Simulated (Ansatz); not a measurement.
The cluster Ag2O (the lowest singlet isomer of a short search) was relaxed with PBE0-D4 (def2-TZVP) in Ansatz in these states: neutral quintet, neutral singlet, neutral triplet. The geometries follow in no particular order.

In the def2 sets Ag takes a core potential; there is no spin–orbit coupling.

A:

Cartesian coordinates in Å:
```
Ag -1.070 1.145 0.093
Ag 1.499 -0.434 0.175
O -0.428 -0.711 -0.267
```

B:

```csv
atom,x (Å),y (Å),z (Å)
Ag1,0.173,0.355,2.152
Ag2,-0.161,-0.353,-2.153
O3,-0.012,-0.001,0.001
```

C:

Cartesian coordinates in Å:
```
Ag 0.398 -0.550 1.313
Ag 0.703 0.783 -1.038
O -1.101 -0.233 -0.275
```

Task: Judge from the bond lengths which geometry belongs to which state (an estimate).

Result: A is the neutral singlet (Ag1–Ag2 3.016 Å, Ag1–O3 1.996 Å, Ag2–O3 1.996 Å); B is the neutral quintet (Ag1–Ag2 4.375 Å, Ag1–O3 2.188 Å, Ag2–O3 2.188 Å); C is the neutral triplet (Ag1–Ag2 2.721 Å, Ag1–O3 2.207 Å, Ag2–O3 2.207 Å).

At PBE0-D4/def2-TZVP a singlet lies 3.76 eV below the neutral quintet. At PBE0-D4/def2-TZVP a singlet lies 0.75 eV below the neutral triplet. These are the stationary points nearest to one start from a short search; other shapes may lie lower in each state.
